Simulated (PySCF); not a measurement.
A spin–spin coupling run with PySCF 2.14.0 with density-fitted response routines (density fitting, non-relativistic, gas phase) on `OB(O)O`, BH₃O₃:

```
{"job": {"kind": "j", "xc": "B3LYP", "basis": "pcJ-1"}, "charge": 0, "multiplicity": 1}
B      0.178900    -0.129421    -0.076631
O      1.499157    -0.207488    -0.386606
H      1.936402     0.636167    -0.241780
O     -0.314677     1.069875     0.377991
H     -1.252114     1.077708     0.582424
O     -0.560758    -1.264327    -0.244564
H     -1.486901    -1.182513    -0.010844
```

Hardware: 1 thread of an Arm Neoverse V1, shared host. The job also computes field gradients.

(1) How large is the calculation?

(2) How long does it take?

(3) And these other runs on the same molecule and hardware: GIAO shielding at B3LYP/pcSseg-1; GIAO shielding at PBE0/pcSseg-1?

## Answers

(1) 32 electrons, 138 basis functions and 496 auxiliary functions.

(2) 8.4 s of wall time, with 13 SCF cycles. Times on a shared host scatter by some tens of per cent.

(3) B3LYP/pcSseg-1: 83 functions, 2.5 s; PBE0/pcSseg-1: 83 functions, 3.4 s.
